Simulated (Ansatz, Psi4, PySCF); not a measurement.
C3H11FSi2, singlet, geometry from GFN2-xTB, atoms displaced at random by about 0.08 Å a coordinate. Base run: R2SCAN/STO-3G, gradient in PySCF.

The PySCF input:
```python
from pyscf import gto, scf, dft

mol = gto.M(
    atom='''
Si    1.576149   -0.263257   -0.159881
F     1.991722   -0.736725    1.370245
Si   -0.696983    0.269410   -0.247063
C    -1.175466    0.623946   -2.007715
C    -1.711483   -1.257335    0.486621
C    -1.093331    1.660973    0.912085
H     2.081111   -1.537787   -0.912748
H     2.605553    0.625469   -0.435407
H    -0.646772    1.234137   -2.418527
H    -2.344542    0.777559   -2.011536
H    -1.156484   -0.298277   -2.476478
H    -2.700377   -1.079733    0.632637
H    -1.420440   -1.447762    1.523289
H    -1.533639   -2.233794   -0.138281
H    -0.387612    2.606267    0.584186
H    -2.095956    1.902242    0.829454
H    -0.731689    1.512012    2.071199
''',
    basis='sto-3g',
    charge=0,
    spin=0,
    verbose=4,
)

mf = dft.RKS(mol)
mf.xc = 'r2scan'
mf.kernel()
g = mf.nuc_grad_method()
grad = g.kernel()
```

Programs used: Ansatz (an electronic-structure program), Psi4, PySCF; a row that names a program was run with it.

The coordinate followed is y of atom 10.

The base run was repeated with changes; each row names its change, and settings that it needs were set with it.

```
change                                                  dE/dx (Eh/bohr)  net force (Eh/bohr)
------------------------------------------------------  ---------------  -------------------
base                                                          -0.016425             0.005573
finite difference step (bohr) = 0.05; conv_tol = 1e-11        -0.016409                    -
conv_tol = 1e-11                                              -0.016425             0.005573
code = psi4                                                   -0.016429             0.004738
grids.level = 0; grid_response = off                          -0.016610             0.075451
grids.level = 5; grid_response = off                          -0.016427             0.001086
density fitting = on                                          -0.016426             0.005573
code = ansatz                                                 -0.016427             0.000000
grid_response = on                                            -0.016419             0.000000
finite difference step (bohr) = 0.01; conv_tol = 1e-11        -0.016419                    -
conv_tol = 1e-4                                               -0.016418             0.005578
finite difference step (bohr) = 1e-3; conv_tol = 1e-11        -0.016419                    -
```

The net force is zero for an exact gradient.
